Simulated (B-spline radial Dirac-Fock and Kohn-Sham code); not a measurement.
Compton profile of Yb³⁶⁺

System: ytterbium as Yb³⁶⁺ in the configuration [Ar] 3d10 4s2 4p4.

Level of theory: the impulse approximation on Dirac-Fock densities; a radial finite-basis atomic code. pz is in atomic units of momentum; subshell profiles are per electron, for a selection of subshells; open shells are spread over both j values by their weights.

| pz | J total | J 2s1/2 | J 4s1/2 | J 4p1/2 | J 4p3/2 |
| --- | --- | --- | --- | --- | --- |
| 0 | 1.723 | 0.0387 | 0.148 | 0.0946 | 0.0979 |
| 0.36 | 1.717 | 0.0387 | 0.146 | 0.0946 | 0.0979 |
| 0.49 | 1.712 | 0.0386 | 0.144 | 0.0946 | 0.0979 |
| 0.67 | 1.703 | 0.0386 | 0.140 | 0.0945 | 0.0978 |
| 0.93 | 1.686 | 0.0385 | 0.133 | 0.0943 | 0.0976 |
| 1.3 | 1.652 | 0.0383 | 0.120 | 0.0936 | 0.0967 |
| 1.8 | 1.590 | 0.0379 | 0.0991 | 0.0913 | 0.0940 |
| 2.4 | 1.497 | 0.0373 | 0.0733 | 0.0855 | 0.0873 |
| 3.3 | 1.338 | 0.0362 | 0.0421 | 0.0706 | 0.0703 |
| 4.5 | 1.133 | 0.0342 | 0.0223 | 0.0446 | 0.0422 |
| 6.3 | 0.9087 | 0.0304 | 0.0190 | 0.0163 | 0.0149 |
| 8.6 | 0.7148 | 0.0248 | 0.0133 | 0.00859 | 0.00933 |
| 12 | 0.4737 | 0.0165 | 0.00324 | 0.00683 | 0.00655 |
| 16 | 0.2837 | 0.00898 | 0.00202 | 0.00219 | 0.00176 |
| 22 | 0.1456 | 0.00306 | 0.00117 | 0.000535 | 0.000614 |
| 31 | 0.06356 | 0.00103 | 0.000171 | 0.000452 | 0.000471 |
| 42 | 0.02792 | 0.000945 | 6.28e-05 | 0.000211 | 0.000181 |

J(0) = 1.723. The 4s1/2 subshell gives the largest part, 17 %.

Mean momentum ⟨p⟩ by subshell (a.u.): 1s1/2 71.0, 2s1/2 25.4, 2p1/2 33.6, 2p3/2 30.2, 3s1/2 13.0, 3p1/2 15.5, 3p3/2 14.6, 3d3/2 17.4, 3d5/2 17.1, 4s1/2 7.86, 4p1/2 8.82, 4p3/2 8.48.

Values without a named source are computed, but for edge energies of neutral atoms, which are taken from tables.
